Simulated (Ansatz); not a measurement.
Geometry optimisation, RKS B3LYP/def2-SVP in Ansatz 0.2.0.

Input file:

```yaml
crystal:
  periodic: [false, false, false]
  atoms:
    - { symbol: Ge, position_ang: [-0.149533, 0.187794, -0.020537] }
    - { symbol: H, position_ang: [0.210004, 0.275446, 1.478954] }
    - { symbol: F, position_ang: [1.31696, 0.287227, -0.932183] }
    - { symbol: F, position_ang: [-1.070833, 1.569153, -0.478947] }
    - { symbol: O, position_ang: [-1.094151, -1.203686, -0.493652] }
    - { symbol: H, position_ang: [-0.727221, -2.032007, -0.144009] }
    - { symbol: Cl, position_ang: [1.087973, -2.559614, 1.608952] }
    - { symbol: H, position_ang: [0.9521, -1.323712, 2.093221] }
basis:
  gaussian: { orbitals: def2-SVP }
hamiltonian:
  xc: b3lyp
relax:
  f_tol: 0.03
  max_steps: 50
output:
  orbitals: {}
```

Command:

```bash
$ ansatz run input.yaml --threads 2 --pin off --max-ram 3072MiB --backend cpu --events-out ev --progress --plain --runs-dir out
```

Question: Where does it end, and by what steps?

Answer: The forces met the threshold. The force dipped under the threshold on the way, but the program's further checks kept it going. After 43 steps the energy has fallen by 0.255 eV; H2 moved furthest, 1.97 Å.

```json
{"step": "0", "energy less start (eV)": "0.0000", "largest force component (eV/Å)": "1.148", "accepted": "yes"}
{"step": "2", "energy less start (eV)": "-0.1005", "largest force component (eV/Å)": "0.687", "accepted": "yes"}
{"step": "4", "energy less start (eV)": "-0.1429", "largest force component (eV/Å)": "0.177", "accepted": "yes"}
{"step": "6", "energy less start (eV)": "-0.1476", "largest force component (eV/Å)": "0.115", "accepted": "yes"}
{"step": "8", "energy less start (eV)": "-0.1531", "largest force component (eV/Å)": "0.529", "accepted": "yes"}
{"step": "10", "energy less start (eV)": "-0.1673", "largest force component (eV/Å)": "0.205", "accepted": "yes"}
{"step": "12", "energy less start (eV)": "-0.1619", "largest force component (eV/Å)": "0.815", "accepted": "no"}
{"step": "14", "energy less start (eV)": "-0.1800", "largest force component (eV/Å)": "0.224", "accepted": "yes"}
{"step": "16", "energy less start (eV)": "-0.1835", "largest force component (eV/Å)": "0.120", "accepted": "yes"}
{"step": "18", "energy less start (eV)": "-0.1851", "largest force component (eV/Å)": "0.101", "accepted": "yes"}
{"step": "20", "energy less start (eV)": "-0.1872", "largest force component (eV/Å)": "0.092", "accepted": "yes"}
{"step": "22", "energy less start (eV)": "-0.1897", "largest force component (eV/Å)": "0.221", "accepted": "yes"}
{"step": "24", "energy less start (eV)": "-0.1904", "largest force component (eV/Å)": "0.578", "accepted": "no"}
{"step": "26", "energy less start (eV)": "-0.2084", "largest force component (eV/Å)": "0.078", "accepted": "yes"}
{"step": "28", "energy less start (eV)": "-0.2169", "largest force component (eV/Å)": "0.373", "accepted": "yes"}
{"step": "30", "energy less start (eV)": "-0.2204", "largest force component (eV/Å)": "0.792", "accepted": "no"}
{"step": "32", "energy less start (eV)": "-0.2417", "largest force component (eV/Å)": "0.051", "accepted": "yes"}
{"step": "34", "energy less start (eV)": "-0.2259", "largest force component (eV/Å)": "0.836", "accepted": "no"}
{"step": "36", "energy less start (eV)": "-0.2459", "largest force component (eV/Å)": "0.446", "accepted": "no"}
{"step": "38", "energy less start (eV)": "-0.2523", "largest force component (eV/Å)": "0.087", "accepted": "yes"}
{"step": "40", "energy less start (eV)": "-0.2532", "largest force component (eV/Å)": "0.100", "accepted": "yes"}
{"step": "42", "energy less start (eV)": "-0.2548", "largest force component (eV/Å)": "0.006", "accepted": "yes"}
{"step": "43", "energy less start (eV)": "-0.2550", "largest force component (eV/Å)": "0.027", "accepted": "yes"}
```

```xyz
8
Properties=species:S:1:pos:R:3
Ge -0.192 0.705 -0.045
H -0.425 1.986 0.739
F 1.388 0.687 -0.755
F -1.256 0.585 -1.407
O -0.396 -0.701 0.979
H -0.327 -1.554 0.517
Cl 0.780 -3.693 1.075
H 0.953 -2.814 2.008
```

Whether the end is a true minimum wasn't checked by a vibrational analysis.

The run took 47 s on 2 threads of AMD EPYC 9R45 96-Core Processor (Zen 5) (shared host), peak memory 0.28 GiB.
